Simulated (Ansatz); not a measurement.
The cluster Cs3Cl3: single points at one geometry.

```yaml
crystal:
  periodic: [false, false, false]
  atoms:
    - {symbol: Cs, position_ang: [3.086497, 0.607545, 1.619024]}
    - {symbol: Cs, position_ang: [-0.976166, -3.064740, -1.465833]}
    - {symbol: Cs, position_ang: [-1.349797, 1.365082, 0.142286]}
    - {symbol: Cl, position_ang: [-2.752634, -0.590213, -2.032851]}
    - {symbol: Cl, position_ang: [1.267512, 3.052800, 1.055860]}
    - {symbol: Cl, position_ang: [0.724589, -1.370464, 0.681514]}
basis:
  gaussian: {orbitals: def2-TZVP, initial_orbitals: start.molden}
hamiltonian: {xc: {name: r2SCAN0}, dispersion: d4}
scf: {omitted_lower_state_checks: [starts]}
output: {orbitals: {seedname: orbitals}}
```

The file start.molden holds the orbitals of an earlier run on this structure, at another level or in another basis.

```sh
$ ansatz run in.yaml --threads 4 --pin off --events-out ev --progress --plain --max-ram 3916MiB
```

Shortened log:

```
Functional definition: r2SCAN0
1758 factors; their error is unknown
mean field evaluation 1: about -39220.6396 eV, gradient 1.0e1 eV
mean field evaluation 2: about -39220.6842 eV, gradient 7.7e-2 eV
mean field evaluation 4: about -39220.7996 eV, gradient 2.2e-4 eV
mean field -39220.79964415 eV, -1441.3378021098 hartree, gradient 4.4e-6 eV, S^2 0.000000; 0 other end points of the search recorded, 0 dependent functions left out
reference -39220.79968500 eV, -1441.3378036110 hartree; 39, 39 occupied and 159, 159 virtual orbitals, 1758 factors
Total energy: -39220.85237959 eV, -1441.3397401014 hartree
Checks for a lower state left out: starts
```

Hardware: 4 threads of Arm Neoverse V1 on a shared host. Wall time 12 s, peak host memory 0.81 GiB.

First input, but with `hamiltonian: {xc: {name: B97M-V}}` (abridged; 21 s):

```
Functional definition: B97M-V
mean field -39215.25749285 eV, -1441.1341318060 hartree, gradient 2.4e-5 eV, S^2 0.000000
Total energy: -39215.25767269 eV, -1441.1341384151 hartree
Checks for a lower state left out: starts
```

First input, but with `hamiltonian: {xc: r2scan, dispersion: d4}` (abridged; 10 s):

```
Functional definition: r2SCAN
mean field -39222.44811309 eV, -1441.3983822257 hartree, gradient 1.5e-5 eV, S^2 0.000000
Total energy: -39222.48667033 eV, -1441.3997991783 hartree
Checks for a lower state left out: starts
```

As the first input, with `hamiltonian: {xc: pbe0, dispersion: d4}` (abridged; 6.5 s):

```
Functional definition: PBE0
mean field -39211.47196127 eV, -1440.9950160865 hartree, gradient 1.9e-5 eV, S^2 0.000000
Total energy: -39211.63761390 eV, -1441.0011037084 hartree
Checks for a lower state left out: starts
```

The first input with `gaussian: {orbitals: def2-SVP, initial_orbitals: start.molden}`, `correlation: {method: ccsd_t}` and without the key `hamiltonian` (abridged; 25 s):

```
Functional definition: HF
mean field -39129.85511383 eV, -1437.9956522648 hartree, gradient 9.4e-7 eV, S^2 0.000000
15 core orbitals not correlated: weight in the atoms' cores, before any rotation towards them, 1.000 or more for the frozen orbitals, at most 0.000 for the correlated occupied ones
second order -14.35589727 eV of doubles, -0.00000000 eV of singles
cycle   1  -15.29894890 eV  change   -9.4e-1 eV  update   7.7e-2
cycle   2  -15.57748436 eV  change   -2.8e-1 eV  update   2.1e-2
cycle   3  -15.61248256 eV  change   -3.5e-2 eV  update   9.9e-3
cycle   4  -15.61301362 eV  change   -5.3e-4 eV  update   3.0e-3
cycle   5  -15.61186091 eV  change    1.2e-3 eV  update   1.2e-3
cycle   6  -15.61163871 eV  change    2.2e-4 eV  update   4.2e-4
cycle   7  -15.61167127 eV  change   -3.3e-5 eV  update   1.4e-4
cycle   8  -15.61167806 eV  change   -6.8e-6 eV  update   5.7e-5
perturbative correction -0.25770677 eV, -0.0094705492 hartree
Total energy: -39145.72449866 eV, -1438.5788414007 hartree
Checks for a lower state left out: starts
```

The first input with `hamiltonian: {xc: pbe, dispersion: d4}`, `output: {forces: true, orbitals: {seedname: orbitals}}` (abridged; 5.5 s):

```
Functional definition: PBE
mean field -39208.86495988 eV, -1440.8992105523 hartree, gradient 8.0e-6 eV, S^2 0.000000
Total energy: -39209.05192832 eV, -1440.9060815159 hartree
Atom 0 force     0.007582     0.009327     0.002251 eV/Å
Atom 1 force    -0.003742    -0.008356    -0.010170 eV/Å
Atom 2 force    -0.032379     0.025913     0.023602 eV/Å
Atom 3 force    -0.023289    -0.037806    -0.037914 eV/Å
Atom 4 force     0.048222     0.025678     0.015437 eV/Å
Atom 5 force     0.003606    -0.014757     0.006794 eV/Å
Dipole moment:     1.073076    -1.543001     0.419165 e Å
Checks for a lower state left out: starts
```

Geometry: PBE0-D4/def2-SVP.

In the def2 sets Cs takes a core potential; there is no spin–orbit coupling. Correlated methods freeze 15 core orbitals; core or outer-core shells of Cs are correlated, in sets that lack core-valence functions. Another isomer (singlet) lies 0.02 eV lower at PBE0-D4/def2-TZVP; other spin states weren't run for this one.
